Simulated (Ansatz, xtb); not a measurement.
## AlH5NOSb: which of two conformers lies lower

Structure I: `[OH][Al@@H-]1[NH2+][SbH]1`, a singlet. Structure II: `[OH][Al@@H-]1[NH2+][SbH]1`, a singlet. Both are isolated molecules in the gas phase, relaxed with B3LYP-D3(BJ)/def2-SVP.

I (Å):

```xyz
9

Al   -1.0526   -0.0064    1.2629
N    -0.7821    1.6173    0.2492
O    -2.7019   -0.4607    1.0851
Sb    0.4810    0.1478   -0.9650
H    -3.0863   -1.2908    1.3778
H    -0.2905   -0.0326    2.6497
H    -0.2245    2.3938    0.6057
H    -1.5519    1.9991   -0.3026
H    -0.9244   -0.1573   -1.9184
```

II (Å):

```xyz
9

Al   -1.1635   -1.3648    1.4866
N    -0.0097   -1.5713   -0.0517
O    -2.2690   -2.6836    1.4047
Sb    1.4370   -2.0922    1.6381
H    -2.9034   -2.9168    2.0873
H    -1.6010    0.1120    1.8401
H     0.3254   -0.7930   -0.6191
H    -0.1726   -2.3726   -0.6643
H     1.8801   -0.4221    1.6716
```

Problem. Estimate which is lower in electronic energy at CCSD(T)/def2-SVP + ΔMP2/def2-TZVPP, and by roughly how much.

Solution. Too close to call at this level: CCSD(T)/def2-SVP + ΔMP2/def2-TZVPP gives E(II) − E(I) = −0.48 kcal/mol.

How the difference moves with the method:

```json
{"level": "B3LYP-D3(BJ)/def2-SVP", "geometry": "B3LYP-D3(BJ)/def2-SVP", "E(II) − E(I) (kcal/mol)": "−0.42", "departure from the last row (kcal/mol)": "+0.06", "job, with rough time for the two": "optimisation, 2.1 min"}
{"level": "HF/def2-SVP", "geometry": "B3LYP-D3(BJ)/def2-SVP", "E(II) − E(I) (kcal/mol)": "−0.50", "departure from the last row (kcal/mol)": "−0.02", "job, with rough time for the two": "part of the CCSD(T) run"}
{"level": "MP2/def2-SVP", "geometry": "B3LYP-D3(BJ)/def2-SVP", "E(II) − E(I) (kcal/mol)": "−0.37", "departure from the last row (kcal/mol)": "+0.10", "job, with rough time for the two": "part of the CCSD(T) run"}
{"level": "CCSD(T)/def2-SVP", "geometry": "B3LYP-D3(BJ)/def2-SVP", "E(II) − E(I) (kcal/mol)": "−0.38", "departure from the last row (kcal/mol)": "+0.10", "job, with rough time for the two": "single point"}
{"level": "CCSD(T)/def2-SVP + ΔMP2/def2-TZVPP", "geometry": "B3LYP-D3(BJ)/def2-SVP", "E(II) − E(I) (kcal/mol)": "−0.48", "departure from the last row (kcal/mol)": "", "job, with rough time for the two": "single point, 32 s"}
```

The largest departure from CCSD(T)/def2-SVP + ΔMP2/def2-TZVPP is that of MP2/def2-SVP, 0.10 kcal/mol. Levels run at GFN2-xTB geometries aren't shown. The last row adds to CCSD(T) the change of the MP2 difference between the two basis sets, here −0.10 kcal/mol.

With harmonic frequencies from B3LYP-D3(BJ)/def2-SVP (ideal gas, rigid rotor, one conformer each, 600 K, 1 atm): on the last row, ΔE + ΔZPE = −0.41, ΔH = −0.47, ΔG = −0.24 kcal/mol.

The correlated steps freeze 11 core orbitals; the filled d shell of Sb is correlated, in a basis made for valence electrons. Atoms past krypton carry core potentials in the def2 sets and no spin–orbit term is included. Run with Ansatz 0.2.0; the last row on 2 threads of Intel(R) Xeon(R) Platinum 8259CL CPU @ 2.50GHz (Skylake/Cascade Lake) on a shared host.
